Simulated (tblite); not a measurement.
C₆H₂NS (doublet state).
SMILES: `[H]/N=[C]/C#CC(=S)C#C`

All values are computed: GFN2-xTB (tblite) harmonic vibrations without scaling, gas phase. Against measured fundamentals such values can be off by several per cent, at times by over 20. Open shells enter through the occupations alone, without spin polarisation, and single modes of such species can be off by tens of per cent.

Harmonic wavenumbers (cm⁻¹): 57.2, 90.8, 125.8, 175.6, 206.5, 317.0, 340.3, 356.8, 374.0, 446.5, 465.7, 511.8, 562.0, 641.4, 648.4, 805.0, 891.6, 1094.9, 1448.1, 2010.1, 2218.3, 2244.0, 3393.1, 3467.6.

A = 3366, B = 819.1, C = 659.8 MHz; mass 119.991 u (most abundant isotopes); point group C1, symmetry number 1; spin multiplicity 2.

Problem. What is the zero-point energy?

Solution. ½Σν̃ = 11446 cm⁻¹ = 32.73 kcal/mol.

Problem. Entropy at 400 K, 1 bar (ideal gas, RRHO, classical rotation)?

Solution. Translation 41.75, rotation 30.44, vibration 32.05, spin (R ln 2) 1.38: S = 105.6 cal/(mol K).

Problem. And Cp and H(400 K) − H(0)?

Solution. Cp = 36.39 cal/(mol K), of which vibrations give 28.44 (their classical limit is 24 R = 47.7); H(400 K) − H(0) = 9.79 kcal/mol without the zero-point energy, 6.61 from vibrations.

Problem. What must be added to the electronic energy to get the Gibbs energy at 400 K and 1 bar?

Solution. ZPE + [H(400 K) − H(0)] − T·S = 32.73 + 9.79 − 42.24 = 0.28 kcal/mol.

Problem. How do the functions run with temperature in this model?

Solution. 
```csv
T (K),S (cal/(mol K)),Cp (cal/(mol K)),H − H(0) (kcal/mol),G − H(0) (kcal/mol),ln q(vib)
100,69.0,17.0,1.20,-5.71,1.24
200,83.8,26.2,3.38,-13.38,3.42
300,95.7,32.4,6.34,-22.38,5.67
500,114.0,39.2,13.58,-43.45,9.82
800,133.8,44.7,26.24,-80.79,15.03
1000,144.0,47.0,35.42,-108.60,17.97
```

q(vib) and H(0) count from the zero-point level.

Hindered rotation and anharmonicity are outside this model. The structure is chiral; the term R ln 2 for an equal mix with its mirror image is left out.

Time: 0.3 s wall. Hardware: one thread of an Intel Xeon 6975P-C (shared host). The figure is for the frequency step alone.
